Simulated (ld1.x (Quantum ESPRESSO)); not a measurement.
**What one change does to a pseudopotential (selenium (Se), PAW)**

selenium, PAW, made with ld1.x (Quantum ESPRESSO) 7.5 (PBE, scalar-relativistic). Core [Ar], reference 3d10 4s2 4p3.5 (charge +0.5). Waves: 4s (bound): rcut 1.65, rcutus 1.80 bohr; 4s channel at -0.75 Ry: rcut 1.65, rcutus 1.80 bohr; 4p (bound): rcut 1.05, rcutus 1.40 bohr; 4p channel at 0.85 Ry: rcut 1.05, rcutus 1.40 bohr; 3d (bound): rcut 0.65, rcutus 0.80 bohr; 3d channel at -2.7 Ry: rcut 0.65, rcutus 0.80 bohr. Local part: all-electron potential smoothed inside 1.00 bohr (lloc = -1). Core correction: Bessel-smoothed model core, default radius (core density twice the valence density). Augmentation charge: BG, radius 0.70 bohr.

Change: local potential all-electron potential smoothed inside 1.32 bohr (lloc = -1).

Cutoffs: the cutoffs (Ry, on a coarse ladder) from which the occupation-weighted sum of valence levels, in a spherical-Bessel basis at the reference potential, stays within 10 and 1 mRy of its value at 400 Ry; they do not see the model core or the augmentation charge, which bear on the density cutoff. Errors are all-electron minus pseudo energies relative to the spin-unpolarised reference configuration.

Problem. How do hardness, ghosts and transferability respond?

Solution. The bound ghost in p, s disappears; the number of tests that count goes from 7 to 2 (the test run of the changed file stopped, so its transferability is not established); the range in which the s phases agree narrows (upper end at the end of the scan → 2.6). A state that the projectors do not describe sees the local part alone, so a deeper or shallower local part can create or remove a ghost.

| quantity | base | changed |
| --- | --- | --- |
| cutoff, loose | 260 Ry | 260 Ry |
| cutoff, tight | over 300 Ry | over 300 Ry |
| bound ghosts | s, p | none |
| tests counted (converged, no solver errors) | 7 of 7 | 2 of 7 (the test run stopped) |
| error for 3d10 4s2 4p4, meV [ΔE -4.31 eV] | +0.8 | +1.3 |
| error for 3d10 4s2 4p3, meV [ΔE 6.54 eV] | -1.2 | -0.1 |
| s: phases at 1.95 bohr within 0.05 rad from the reference energy up to (Ry; the scan ends near 5) | to the end of the scan | 2.6 |
| p: phases at 1.95 bohr within 0.05 rad from the reference energy up to (Ry; the scan ends near 5) | to the end of the scan | to the end of the scan |
| d: phases at 1.95 bohr within 0.05 rad from the reference energy up to (Ry; the scan ends near 5) | to the end of the scan | to the end of the scan |
| lowest overlap eigenvalue by channel | s 0.20, p 0.65, d 0.91 | s 0.31, p 0.65, d 0.99 |

Base: ld1.x warns that Blöchl-style (BG) augmentation functions are not a good idea. Changed file: Tests not counted: 3d10 4s2 4p2 (pseudo-atom not self-consistent, printed error +7.4 eV). ld1.x warns that Blöchl-style (BG) augmentation functions are not a good idea. A true bound ghost makes a file unfit for plane-wave use even where its test errors are small: the radial tests pick states by their node count and pass the ghost by.
